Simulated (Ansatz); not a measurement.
What each rung costs, and what it gives

Saddle point of SiAsNH8, singlet (SiNH₅ ([NH2][SiH3]) + AsH₃ → SiAsH₅ ([SiH3][AsH2]) + NH₃; bonds formed: Si1–As7, N2–H6; bonds broken: Si1–N2, H6–As7), PBE0-D4/def2-TZVP structure:

Si1  (-0.770, -0.661, 0.916)
N2  (0.992, -0.178, 0.563)
H3  (-1.601, 0.512, 1.231)
H4  (-1.263, -1.658, -0.046)
H5  (-0.508, -1.379, 2.205)
H6  (0.753, 0.342, -0.381)
As7  (-0.809, 0.924, -1.783)
H8  (1.399, 0.446, 1.257)
H9  (1.619, -0.969, 0.421)
H10  (-0.055, 2.247, -1.638)
H11  (0.243, 0.374, -2.746)
(Å)

Barriers are electronic and count from the start structure reached by relaxing down the imaginary mode.

Computed with Ansatz 0.2.0 (basis: as named in each row); correlated methods freeze the cores. Filled d shells of the heavier atoms are correlated. The def2 sets are not built for correlating such inner shells, so the correlated values are less sure here. B3LYP uses VWN-RPA correlation. Extrapolation: Hartree–Fock as exp(−7.88 √X), correlation as X^−2.97.

Times are rough, for one single point on 4 threads of a shared host (Arm Neoverse V2).

The estimate by CCSD(T) at an estimated basis limit (MP2 extrapolated from triple and quadruple zeta, plus CCSD(T) − MP2 in triple zeta) is 1.468 eV.

```tsv
method	basis	time (s)	barrier (eV)	method less estimate
HF	STO-3G	under 1	3.073	1.604
PBE-D4	STO-3G	under 1	1.903	0.435
SPW92	def2-SVP	under 1	0.867	-0.602
B3LYP-D4	6-31G	under 1	1.021	-0.447
PBE-D4	def2-SVP	under 1	1.139	-0.329
PBE0-D4	def2-SVP	1	1.271	-0.198
SPW92	def2-TZVPP	1	0.916	-0.553
BLYP-D4	def2-TZVPP	2	1.348	-0.120
PBE-D4	def2-TZVPP	2	1.163	-0.305
BHLYP-D4	def2-TZVPP	2	1.587	0.118
B3LYP-D4	def2-TZVPP	2	1.445	-0.024
PBE0-D4	def2-TZVPP	2	1.290	-0.178
CAM-B3LYP-D4	def2-TZVPP	2	1.556	0.087
r2SCAN-D4	def2-TZVPP	3	1.338	-0.130
r2SCAN0-D4	def2-TZVPP	4	1.393	-0.076
CCSD(T)	def2-SVP	4	1.656	0.188
RPA on PBE	def2-TZVPP	4	1.646	0.177
wB97M-V	def2-SVP	4	1.427	-0.041
B2PLYP	def2-TZVPP	5	1.533	0.065
PBE-QIDH	def2-TZVPP	5	1.426	-0.043
wB97X-V	def2-TZVPP	6	1.562	0.094
B97M-V	def2-TZVPP	8	1.580	0.111
wB97M-V	def2-TZVPP	8	1.473	0.004
MP2	def2-QZVPP	19	1.438	-0.031
CCSD(T)	def2-TZVPP	110	1.556	0.088
```

All methods are single points on the PBE0-D4 structures.

The T1 diagnostic stays at or below 0.013.

Labels in which every atom is bracketed show which atoms are joined, not bond orders.
